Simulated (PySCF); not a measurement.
Spectra and structures to be paired. Computed with TDDFT CAM-B3LYP/def2-SVPD, vertical, gas phase, core orbitals frozen in the response (PySCF). Geometries: GFN2-xTB; one conformer of each isolated species. Triplets are in the Tamm–Dancoff approximation.

A. `C[P@](=O)(O)C[SiH3]`
B. `C#C[C@@H]1[C@H]2[C@H](Cl)[C@@H]12`
C. `CCPC(F)=C(F)F`

Lowest singlet levels (six at most, fewer where fewer were computed) with oscillator strengths:

1. 192 nm (f 0.000); 185 nm (f 0.051); 183 nm (f 0.000); 170 nm (f 0.005); 164 nm (f 0.036); 164 nm (f 0.004); T1 5.33 eV
2. 213 nm (f 0.068); 193 nm (f 0.023); 191 nm (f 0.121); 180 nm (f 0.006); 171 nm (f 0.131); 166 nm (f 0.073); T1 4.16 eV
3. 167 nm (f 0.057); 158 nm (f 0.039); 155 nm (f 0.020); 149 nm (f 0.028); 146 nm (f 0.006); 145 nm (f 0.020); T1 7.24 eV

Problem. Which spectrum belongs to which structure?

Solution. 1 = B, 2 = C, 3 = A.
- A: S1 at 7.43 eV, HOMO→LUMO (90%); Löwdin shares by element: HOMO oxygen 52% or more, carbon 24%, phosphorus 15%; LUMO carbon 22%, silicon 17%, oxygen 13% or more (atoms not listed hold the other 49%); HOMO -9.41 and LUMO 0.84 eV.
- B: S1 at 6.46 eV, HOMO→LUMO+6 (42%), HOMO→LUMO+2 (19%), HOMO-2→LUMO+1 (8%); Löwdin shares by element: HOMO carbon 63% or more, chlorine 14% (atoms not listed hold the other 24%); LUMO carbon 42% or more, chlorine 20% (atoms not listed hold the other 38%); HOMO -9.00 and LUMO 1.42 eV; point group Cs, 2 of its 6 listed states under f = 0.0005.
- C: S1 at 5.82 eV, HOMO→LUMO (77%), HOMO→LUMO+2 (8%); Löwdin shares by element: HOMO carbon 39% or more, phosphorus 36% (atoms not listed hold the other 25%); LUMO carbon 42% or more, phosphorus 23% (atoms not listed hold the other 34%); HOMO -8.33 and LUMO 0.72 eV.
